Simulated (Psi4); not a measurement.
H3O2 (SMILES O[OH2+]), charge +1, singlet, geometry from GFN2-xTB; WB97X-V/aug-cc-pVDZ (Psi4).

Here is a job for Psi4.
```
memory 2 GB

molecule {
1 1
  O     0.13464923    0.56165021   -0.32045018
  O    -0.15653641   -0.64820873    0.35880197
  H     1.08363793    0.77080803   -0.07973702
  H    -0.42483443   -1.31694617   -0.30866757
  H    -0.48370607    1.23860633    0.08159027
}

set basis aug-cc-pvdz
set scf_type pk
set puream true
set d_convergence 1e-8
set dft_radial_points 99
set dft_spherical_points 590

energy('wb97x-v')
print_variables()
```

Predict the main parts of the log of this Psi4 run.


```
   => Loading Basis Set <=

    Name: AUG-CC-PVDZ
    Role: ORBITAL
    Keyword: BASIS

         ---------------------------------------------------------
                                   SCF
               by Justin Turney, Rob Parrish, Andy Simmonett
                          and Daniel G. A. Smith
                              RKS Reference
         ---------------------------------------------------------

  ==> Geometry <==

    Molecular point group: c1
    Full point group: C1

    Geometry (in Angstrom), charge = 1, multiplicity = 1:

       Center              X                  Y                   Z               Mass
    ------------   -----------------  -----------------  -----------------  -----------------
         O            0.139607802338     0.581260166104    -0.329138833082    15.994914619570
         O           -0.151577837662    -0.628598773896     0.350113316918    15.994914619570
         H            1.088596502338     0.790417986104    -0.088425673082     1.007825032230
         H           -0.419875857662    -1.297336213896    -0.317356223082     1.007825032230
         H           -0.478747497662     1.258216286104     0.072901616918     1.007825032230

  Running in c1 symmetry.

  Rotational constants: A =      6.60941  B =      0.82738  C =      0.82045 [cm^-1]
  Rotational constants: A = 198145.06103  B =  24804.16869  C =  24596.50882 [MHz]
  Nuclear repulsion =   43.922734399569677

  Charge       = 1
  Multiplicity = 1
  Electrons    = 18
  Nalpha       = 9
  Nbeta        = 9

  ==> Algorithm <==

  SCF Algorithm Type is PK.
  DIIS enabled.
  MOM disabled.
  Fractional occupation disabled.
  Guess Type is SAD.
  Energy threshold   = 1.00e-06
  Density threshold  = 1.00e-08
  Integral threshold = 1.00e-12

  ==> Primary Basis <==

  Basis Set: AUG-CC-PVDZ
    Blend: AUG-CC-PVDZ
    Number of shells: 33
    Number of basis functions: 73
    Number of Cartesian functions: 77
    Spherical Harmonics?: true
    Max angular momentum: 2

  ==> DFT Potential <==

   => LibXC <=

    Version 7.1.2
    S. Lehtola, C. Steigemann, M. J. T. Oliveira, and M. A. L. Marques,  SoftwareX 7, 1–5 (2018) (10.1016/j.softx.2017.11.002)

   => Composite Functional: WB97X-V <=

    wB97X-V Hyb-GGA Exchange-Correlation Functional

    N. Mardirossian and M. Head-Gordon,  Phys. Chem. Chem. Phys. 16, 9904–9924 (2014) (10.1039/C3CP54374A)

    Deriv               =              1
    GGA                 =           TRUE
    Meta                =          FALSE

    Exchange Hybrid     =           TRUE
    MP2 Hybrid          =          FALSE

   => Exchange-Correlation Functionals <=

    1.0000   wB97X-V range-separated functional

   => Exact (HF) Exchange <=

    0.8330            HF,LR [omega = 0.3000]
    0.1670               HF

   => LibXC Density Thresholds  <==

    XC_HYB_GGA_XC_WB97X_V:  1.00E-14

   => VV10 Non-Local Parameters <=

    VV10 B              =     6.0000E+00
    VV10 C              =     1.0000E-02

   => Molecular Quadrature <=

    Radial Scheme          =       TREUTLER
    Pruning Scheme         =           NONE
    Nuclear Scheme         =       TREUTLER

    Blocking Scheme        =         OCTREE
    BS radius alpha        =              1
    Pruning alpha          =              1
    Radial Points          =             99
    Spherical Points       =            590
    Total Points           =         283237
    Total Blocks           =           2074
    Max Points             =            256
    Max Functions          =             73
    Weights Tolerance      =       1.00E-15

  ==> Integral Setup <==

  Using in-core PK algorithm.
   Calculation information:
      Number of atoms:                   5
      Number of AO shells:              33
      Number of primitives:             71
      Number of atomic orbitals:        77
      Number of basis functions:        73

      Integral cutoff                 1.00e-12
      Number of threads:                 1

  Performing in-core PK
  Using 10947153 doubles for integral storage.
  We computed 157641 shell quartets total.
  Whereas there are 157641 unique shell quartets.

  Computing range-separated integrals for PK
  We computed 157641 wK shell quartets total.
  Whereas there are 157641 wK unique shell quartets.

  ==> DiskJK: Disk-Based J/K Matrices <==

    J tasked:                  Yes
    K tasked:                  Yes
    wK tasked:                 Yes
    Omega:               3.000E-01
    Schwarz Cutoff:          1E-12

  Minimum eigenvalue in the overlap matrix is 8.0873308658E-04.
  Reciprocal condition number of the overlap matrix is 1.0396340372E-04.
    Using symmetric orthogonalization.

  ==> Pre-Iterations <==

  SCF Guess: Superposition of Atomic Densities via on-the-fly atomic UHF (no occupation information).

   -------------------------
    Irrep   Nso     Nmo
   -------------------------
     A         73      73
   -------------------------
    Total      73      73
   -------------------------

  ==> Iterations <==

                        Total Energy        Delta E     RMS |[F,P]|

   @RKS iter SAD:  -151.68849811875677   -1.51688e+02   0.00000e+00
   @RKS iter   1:  -151.72398817048176   -3.54901e-02   4.82631e-03 ADIIS/DIIS
   @RKS iter   2:  -151.76403297534944   -4.00448e-02   3.34026e-03 ADIIS/DIIS
   @RKS iter   3:  -151.78259413934114   -1.85612e-02   1.13769e-03 ADIIS/DIIS
   @RKS iter   4:  -151.78493568962290   -2.34155e-03   2.85342e-04 ADIIS/DIIS
   @RKS iter   5:  -151.78509793957750   -1.62250e-04   9.35214e-05 DIIS
   @RKS iter   6:  -151.78511746439324   -1.95248e-05   1.20541e-05 DIIS
   @RKS iter   7:  -151.78511850993550   -1.04554e-06   3.49206e-06 DIIS
   @RKS iter   8:  -151.78511862391923   -1.13984e-07   1.01051e-06 DIIS
   @RKS iter   9:  -151.78511863302083   -9.10160e-09   1.28028e-07 DIIS
   @RKS iter  10:  -151.78511863320807   -1.87242e-10   2.87941e-08 DIIS
   @RKS iter  11:  -151.78511863321370   -5.62750e-12   5.86395e-09 DIIS
  Energy and wave function converged.

  ==> Post-Iterations <==

   Electrons on quadrature grid:
      Ntotal   =   18.0000000661 ; deviation = 6.605e-08

    Orbital Energies [Eh]
    ---------------------

    Doubly Occupied:

       1A    -19.705683     2A    -19.605478     3A     -1.641139
       4A     -1.384806     5A     -1.057989     6A     -0.994697
       7A     -0.936054     8A     -0.776881     9A     -0.733862

    Virtual:

      10A     -0.211326    11A     -0.169566    12A     -0.114266
      13A     -0.101903    14A     -0.043014    15A     -0.032930
      16A     -0.018222    17A     -0.000826    18A      0.002217
      19A      0.034791    20A      0.036703    21A      0.043463
      22A      0.054177    23A      0.146566    24A      0.167855
      25A      0.169077    26A      0.210194    27A      0.226086
      28A      0.236085    29A      0.286565    30A      0.291670
      31A      0.332382    32A      0.349672    33A      0.375717
      34A      0.462923    35A      0.511740    36A      0.625607
      37A      0.692576    38A      0.708299    39A      0.749900
      40A      0.806187    41A      0.838751    42A      0.908432
      43A      0.933415    44A      1.006883    45A      1.055252
      46A      1.089334    47A      1.152821    48A      1.213072
      49A      1.286985    50A      1.500477    51A      1.585615
      52A      1.661522    53A      1.712590    54A      1.812115
      55A      1.832154    56A      1.867550    57A      1.955818
      58A      2.013946    59A      2.067305    60A      2.293516
      61A      2.298792    62A      2.477823    63A      2.811210
      64A      2.970793    65A      2.973718    66A      3.090964
      67A      3.111667    68A      3.179171    69A      3.209516
      70A      3.391659    71A      3.577047    72A      3.606016
      73A      3.681494

    Final Occupation by Irrep:
              A
    DOCC [     9 ]
    NA   [     9 ]
    NB   [     9 ]

  @RKS Final Energy:  -151.78511863321370

   => Energetics <=

    Nuclear Repulsion Energy =             43.9227343995696771
    One-Electron Energy =                -289.2654911010534988
    Two-Electron Energy =                 106.1470739394894878
    DFT Exchange-Correlation Energy =     -12.6647209818339697
    Empirical Dispersion Energy =           0.0000000000000000
    VV10 Nonlocal Energy =                  0.0752851106146430
    Total Energy =                       -151.7851186332136990

Computation Completed

Properties will be evaluated at   0.000000,   0.000000,   0.000000 [a0]

Properties computed using the SCF density matrix

 Multipole Moments:

 ------------------------------------------------------------------------------------
     Multipole            Electronic (a.u.)      Nuclear  (a.u.)        Total (a.u.)
 ------------------------------------------------------------------------------------

 L = 1.  Multiply by 2.5417464519 to convert [e a0] to [Debye]
 Dipole X            :          0.0276454            0.1780365            0.2056819
 Dipole Y            :          0.0954296            0.7040915            0.7995211
 Dipole Z            :         -0.0081320           -0.3119643           -0.3200964
 Magnitude           :                                                    0.8854382

 ------------------------------------------------------------------------------------

  Variable Map:
  ----------------------------------------------------------------------------
  "CURRENT ENERGY"              =>    -151.785118633214
  "CURRENT REFERENCE ENERGY"    =>    -151.785118633214
  "DD SOLVATION ENERGY"         =>       0.000000000000
  "DFT FUNCTIONAL TOTAL ENERGY" =>    -151.785118633214
  "DFT TOTAL ENERGY"            =>    -151.785118633214
  "DFT VV10 ENERGY"             =>       0.075285110615
  "DFT XC ENERGY"               =>     -12.664720981834
  "GRID ELECTRONS ALPHA"        =>       9.000000033026
  "GRID ELECTRONS BETA"         =>       9.000000033026
  "GRID ELECTRONS TOTAL"        =>      18.000000066053
  "NUCLEAR REPULSION ENERGY"    =>      43.922734399570
  "ONE-ELECTRON ENERGY"         =>    -289.265491101053
  "PCM POLARIZATION ENERGY"     =>       0.000000000000
  "PE ENERGY"                   =>       0.000000000000
  "SCF ITERATION ENERGY"        =>    -151.785118633214
  "SCF ITERATIONS"              =>      11.000000000000
  "SCF TOTAL ENERGY"            =>    -151.785118633214
  "TWO-ELECTRON ENERGY"         =>     106.147073939489
  "XC GRID RADIAL POINTS"       =>      99.000000000000
  "XC GRID SPHERICAL POINTS"    =>     590.000000000000
  "XC GRID TOTAL POINTS"        =>  283237.000000000000

  Array Variable Map:
  ----------------------------------------------------------------------------
  "CURRENT DIPOLE"              =>       0.205681926225 ... -0.320096352535 1 by 3
  "SCF DIPOLE"                  =>       0.205681926225 ... -0.320096352535 1 by 3
  "SCF TOTAL ENERGIES"          =>    -151.688498118757 ... -151.785118633214 1 by 12
```
